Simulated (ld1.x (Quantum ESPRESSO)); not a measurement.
## Varying the TM semilocal potential for Ca (Z = 20)

Base potential:

```json
{
  "Element": "calcium",
  "Generator": "ld1.x (Quantum ESPRESSO) 7.5",
  "Type": "norm-conserving Troullier–Martins (semilocal form)",
  "Functional": "PBE",
  "Relativity": "scalar-relativistic",
  "Frozen core": "[Ne]",
  "Valence charge": "10",
  "Reference configuration": "3s2 3p6 3d0 4s2 4p0",
  "Partial waves": "3s (bound): rc 1.60 bohr; 3d (bound, empty): rc 3.00 bohr; 4f channel at 0.3 Ry: rc 2.40 bohr; 3p (bound): rc 1.80 bohr",
  "Local potential": "the p channel",
  "Core correction": "none"
}
```

Occupied shells without a wave of their own: 4s. They enter only through the test configuration that unscreens the potential.

Cutoffs, loose and tight: the cutoffs (Ry, on a coarse ladder) from which the occupation-weighted sum of valence levels, in a spherical-Bessel basis at the reference potential, stays within 10 and 1 mRy of its value at 400 Ry. They do not see the model core or the augmentation charge, which bear on the density cutoff. Test errors are all-electron minus pseudo excitation energies from the reference, over the configurations 3s2 3p6 3d0 4s1 4p0; 3s2 3p6 3d0 4s0 4p0; 3s2 3p6 3d0 4s1.5 4p0; 3s2 3p6 3d0 4s0 4p1; 3s2 3p6 3d0 4s0 4p2; 3s2 3p6 3d0 4s1 4p1; 3s1 3p6 3d0 4s2 4p0. A dash means not determined; rows that change the core or the reference have their own tests.

In the semilocal form every listed channel keeps its own potential, so the choice of the local channel does not act on these tests. It acts once the file is put into the separable form.

A semilocal file is local in each channel, so a ghost entry of none says nothing of the separable form that plane-wave codes build from it.

| change | outcome | cutoff, loose | cutoff, tight | bound ghosts | largest test error (meV) |
| --- | --- | --- | --- | --- | --- |
| base | generated, misses its reference levels by 0.21 eV | 35 Ry | 70 Ry | none | -816 |
| wave 4f channel at 0.3 Ry: rc 2.40 bohr becomes 4f channel at 0.3 Ry: rc 3.32 bohr | generated, misses its reference levels by 0.21 eV | 35 Ry | 70 Ry | none | -816 |
| functional LDA (PZ) | generated, misses its reference levels by 0.22 eV | 35 Ry | 70 Ry | none | -856 |
| form changed from semilocal to separable (Kleinman–Bylander), still TM; local potential the s channel | generated, misses its reference levels by 0.21 eV | 35 Ry | 70 Ry | none | -816 |
| wave 3p (bound): rc 1.80 bohr becomes 3p (bound): rc 2.70 bohr | generated, misses its reference levels by 0.21 eV | 35 Ry | 70 Ry | none | -889 |
| wave 4f channel at 0.3 Ry: rc 2.40 bohr becomes 4f channel at 7.46 Ry: rc 2.40 bohr | generated, misses its reference levels by 0.21 eV | 35 Ry | 70 Ry | none | -816 |
| reference 3s2 3p6 3d0 4s1 4p1 | generated, misses its reference levels by 0.23 eV | 35 Ry | 70 Ry | none | +524 over the solved tests; 1 of 7 tests not solved or not reliable |
| wave 3d (bound): rc 3.00 bohr becomes 3d (bound): rc 2.58 bohr | generated, misses its reference levels by 0.21 eV | 35 Ry | 70 Ry | none | -816 |

**Question.** What comes out with this change to the base: all radii scaled by about 1.08 (s 1.72, p 1.94, d 3.24, f 2.58 bohr)?

**Answer.** outcome: generated, misses its reference levels by 0.31 eV; cutoff, loose: 30 Ry; cutoff, tight: 60 Ry; bound ghosts: none; largest test error (meV): -1231.

**Question.** What comes out with this change to the base: wave 3s (bound): rc 1.60 bohr becomes 3s (bound): rc 1.06 bohr?

**Answer.** outcome: generated; cutoff, loose: 90 Ry; cutoff, tight: 140 Ry; bound ghosts: none; largest test error (meV): -81.
